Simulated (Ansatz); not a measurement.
Molecule (SMILES): [SeH2] (H2Se).
Geometry (B3LYP-D3(BJ)/def2-TZVP, fixed):
```xyz
3

Se    -0.0012     0.0571     0.0009
H     -1.0300    -0.9935    -0.0128
H      1.0722    -0.9476    -0.0191
```
Charge 0, spin multiplicity 1.

Basis-set convergence of the dipole moment at MP2 with Ansatz (a program for electronic structure). Dipoles come from the density behind the forces; the sign is taken along the dipole that this method gives in the largest set. The reference of a correlated method is not its basis-set limit, which lies further on. All functions are spherical. Cores are frozen (with 3d on Ga to Br). No added dispersion term, no relativity. Reference: the value in aug-pcseg-3, 0.703 D, itself unsure by roughly 0.004 D (its mean distance from aug-cc-pVQZ, def2-QZVPPD). Deviations are taken from unrounded values.

```json
[
 {"basis": "cc-pVDZ", "functions": "37", "dipole moment (D)": "0.934"},
 {"basis": "aug-cc-pVDZ", "functions": "54", "dipole moment (D)": "0.729"},
 {"basis": "pcseg-1", "functions": "37", "dipole moment (D)": "1.034"},
 {"basis": "aug-pcseg-1", "functions": "54", "dipole moment (D)": "0.813"},
 {"basis": "def2-SVP", "functions": "42", "dipole moment (D)": "0.964"},
 {"basis": "def2-SVPD", "functions": "57", "dipole moment (D)": "0.722"},
 {"basis": "def2-TZVP", "functions": "60", "dipole moment (D)": "0.820"},
 {"basis": "def2-TZVPD", "functions": "75", "dipole moment (D)": "0.732"},
 {"basis": "cc-pVTZ", "functions": "71", "dipole moment (D)": "0.798"},
 {"basis": "aug-cc-pVTZ", "functions": "105", "dipole moment (D)": "0.694"},
 {"basis": "pcseg-2", "functions": "71", "dipole moment (D)": "0.829"},
 {"basis": "aug-pcseg-2", "functions": "105", "dipole moment (D)": "0.703"},
 {"basis": "def2-TZVPP", "functions": "76", "dipole moment (D)": "0.764"},
 {"basis": "def2-TZVPPD", "functions": "91", "dipole moment (D)": "0.697"},
 {"basis": "cc-pVQZ", "functions": "128", "dipole moment (D)": "0.748"},
 {"basis": "aug-cc-pVQZ", "functions": "185", "dipole moment (D)": "0.708"},
 {"basis": "pcseg-3", "functions": "134", "dipole moment (D)": "0.730"},
 {"basis": "aug-pcseg-3", "functions": "191", "dipole moment (D)": "0.703"},
 {"basis": "def2-QZVPP", "functions": "149", "dipole moment (D)": "0.779"},
 {"basis": "def2-QZVPPD", "functions": "164", "dipole moment (D)": "0.705"}
]
```

What the diffuse functions change, pair by pair:
- cc-pVDZ to aug-cc-pVDZ: 17 more functions, deviation 0.232 to 0.026 D
- pcseg-1 to aug-pcseg-1: 17 more functions, deviation 0.332 to 0.110 D
- def2-SVP to def2-SVPD: 15 more functions, deviation 0.262 to 0.020 D
- def2-TZVP to def2-TZVPD: 15 more functions, deviation 0.118 to 0.030 D
- cc-pVTZ to aug-cc-pVTZ: 34 more functions, deviation 0.096 to -0.009 D
- pcseg-2 to aug-pcseg-2: 34 more functions, deviation 0.126 to 0.001 D
- def2-TZVPP to def2-TZVPPD: 15 more functions, deviation 0.061 to -0.006 D
- cc-pVQZ to aug-cc-pVQZ: 57 more functions, deviation 0.045 to 0.005 D
- pcseg-3 to aug-pcseg-3: 57 more functions, deviation 0.027 to 0.000 D
- def2-QZVPP to def2-QZVPPD: 15 more functions, deviation 0.076 to 0.003 D

Leaving out the reference's own pair, they bring the value nearer the reference by more than 0.004 D in 9 of 9 pairs.
